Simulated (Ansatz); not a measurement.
`O[SiH](Cl)O[SiH2]Cl`, relaxed with RKS PBE0-D4/def2-TZVP in Ansatz 0.2.0 from a PBE-D4/def2-SVP geometry. The force threshold is 0.005 eV/Å; the program also tests the step.

The species carries charge 0 and has multiplicity 1.

Start:

```xyz
10

O     1.999   -0.834   -0.060
Si    0.947   -0.259    1.083
Cl   -0.237   -1.782    1.861
O    -0.105    0.870    0.425
Si   -1.279    0.813   -0.755
Cl   -0.672   -0.570   -2.213
H     1.570   -1.111   -0.894
H     1.738    0.379    2.162
H    -1.372    2.157   -1.400
H    -2.588    0.339   -0.209
```

| step | energy (eV) | largest force (eV/Å) | largest move (Å) |
| --- | --- | --- | --- |
| 1 | -44950.8506 | 1.003 | 0.000 |
| 2 | -44950.9336 | 0.623 | 0.036 |
| 3 | -44950.9591 | 0.147 | 0.032 |
| 4 | -44950.9600 | 0.279 | 0.071 |
| 5 | -44950.9672 | 0.066 | 0.051 |
| 6 | -44950.9695 | 0.076 | 0.049 |
| 7 | -44950.9711 | 0.212 | 0.090 |
| 8 | -44950.9719 | 0.139 | 0.024 |
| 9 | -44950.9723 | 0.027 | 0.022 |
| 10 | -44950.9724 | 0.043 | 0.012 |
| 11 | -44950.9724 | 0.022 | 0.014 |
| 12 | -44950.9725 | 0.004 | 0.008 |

End:

```xyz
10

O     2.062   -0.790    0.011
Si    0.935   -0.248    1.042
Cl   -0.180   -1.806    1.774
O    -0.101    0.793    0.335
Si   -1.303    0.825   -0.761
Cl   -0.878   -0.514   -2.267
H     1.783   -1.275   -0.768
H     1.627    0.430    2.141
H    -1.364    2.174   -1.355
H    -2.582    0.411   -0.152
```

Run time 26 s (2 threads of an AMD EPYC 7R13 on a shared host and a share of an NVIDIA H100 80 GB); peak host memory 0.92 GiB.
